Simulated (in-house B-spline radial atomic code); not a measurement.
Computed with a B-spline radial atomic code. Model: two electrons, singlet ground state, non-relativistic, full CI in B-splines with partial waves to l = 8 (at full coupling up to 3e-4 hartree above the limit, correlation up to 0.6 % small), density held at that of full coupling by Lieb maximisation.

W(λ) is the mean repulsion in the state of coupling λ less the Hartree energy of the fixed density. Its start is exact exchange, its initial slope is twice the second-order Görling-Levy correlation energy, and its area from 0 to 1 is E_xc. A straight curve means weak, dynamic correlation, and a curve that drops fast and flattens means strong correlation.

Command:
```bash
python run_ac.py task.json out
```
Settings (lengths in bohr, energies in hartree):
```
potential              yukawa
strength               8.75
lmax                   8
second                 2.01
```

Cost of the run: 18 s on 1 thread of Intel(R) Xeon(R) Processor @ 2.30GHz (shared host).

**W = mean repulsion less Hartree energy, and W of three functionals.**

Given: confinement screened point charge; nuclear charge 8.75; screening of the nucleus 2.01 1/bohr; external potential -Z exp(-k r)/r.

Computed: LDA exchange minus exact 705.17 millihartree; PBE exchange minus exact 84.49 millihartree.

| coupling | W xc (hartree) | W xc minus exchange (millihartree) | kinetic minus Kohn-Sham (millihartree) | LDA (PW92) W minus its exchange (millihartree) | PBE W minus its exchange (millihartree) | SCAN W minus its exchange (millihartree) |
| --- | --- | --- | --- | --- | --- | --- |
| 0 | -5.0208 | 0 | 0 | 0 | 0 | 0 |
| 0.02 | -5.0227 | -1.881 | 0 | -15.74 | -1.85 | -1.85 |
| 0.05 | -5.0255 | -4.696 | 0.1 | -33.73 | -4.63 | -4.59 |
| 0.12 | ? | ? | ? | ? | ? | ? |
| 0.25 | -5.0441 | -23.264 | 2.9 | -120.65 | -23.37 | -22.47 |
| 0.4 | ? | ? | ? | ? | ? | ? |
| 0.6 | -5.0758 | -54.964 | 16.3 | -230.25 | -56.19 | -52.49 |
| 0.8 | -5.0934 | -72.638 | 28.7 | -282.13 | -74.76 | -69.05 |
| 1 | -5.1108 | -90.002 | 44.3 | -329.14 | -93.14 | -85.24 |
| 1.4 | -5.1446 | -123.83 | 84.9 | -412.67 | -129.18 | -116.56 |
| 2 | -5.1932 | -172.44 | 167.4 | -519.84 | -181.35 | -161.21 |
| 3 | -5.269 | -248.21 | 356.3 | -667.63 | -263.13 | -230.3 |
| 4.5 | -5.3718 | -350.97 | 740.1 | -845.07 | -374.46 | -323.56 |
| 7 | -5.5189 | -498.09 | 1580.4 | -1072.3 | -534.45 | -457.33 |
| 10 | -5.6642 | -643.41 | 2808.2 | -1279.1 | -693.71 | -590.94 |

What belongs in the row 0.12?

W xc (hartree): -5.032; W xc minus exchange (millihartree): -11.233; kinetic minus Kohn-Sham (millihartree): 0.7; LDA (PW92) W minus its exchange (millihartree): -68.28; PBE W minus its exchange (millihartree): -11.16; SCAN W minus its exchange (millihartree): -10.92.

What belongs in the row 0.4?

W xc (hartree): -5.0578; W xc minus exchange (millihartree): -36.972; kinetic minus Kohn-Sham (millihartree): 7.3; LDA (PW92) W minus its exchange (millihartree): -171.53; PBE W minus its exchange (millihartree): -37.47; SCAN W minus its exchange (millihartree): -35.51.

What is the SCAN exchange minus exact?

-10.427 millihartree.

**Energy parts, natural occupations and partial-wave weights.**

Computed: total energy -41.6306 hartree; kinetic part of the DFT correlation energy 0.044326 hartree; initial slope twice GL2 -0.094117 hartree; kinetic part over minus potential part 0.4925; Hartree energy 10.042 hartree; Kohn-Sham kinetic 66.256 hartree; Lieb Oxford ratio E_xc over LDA exchange 1.174.

```
natural  occupation of the shell (electrons)
      s                               1.9992
      p                            0.0004264
      s                                    ?
      d                           2.3786e-05
      p                           1.7526e-05
      s                           7.6363e-06
```

What belongs in the row s?

occupation of the shell (electrons): 0.00030678.

| wave | weight |
| --- | --- |
| s | 0.99976 |
| p | ? |
| d | 1.3459e-05 |
| f | 2.0162e-06 |
| g | 4.8283e-07 |

What belongs in the row p?

weight: 0.00022292.

What is the exchange energy?

-5.0208 hartree.

What is the correlation energy?

-0.045676 hartree.

Half-way to full coupling W has made 51 % of its drop, against 50 % for a straight line, and second-order (GL2) theory, half the initial slope, overshoots the correlation energy by about 3 %: correlation is weak here. Over couplings 0 to 1 the errors in E_xc come to about +560 millihartree for LDA, +83 millihartree for PBE, -8.3 millihartree for SCAN, so SCAN is nearest. In LDA and PBE and SCAN the errors of exchange and correlation have opposite signs, so the sum is smaller than the larger of the two.
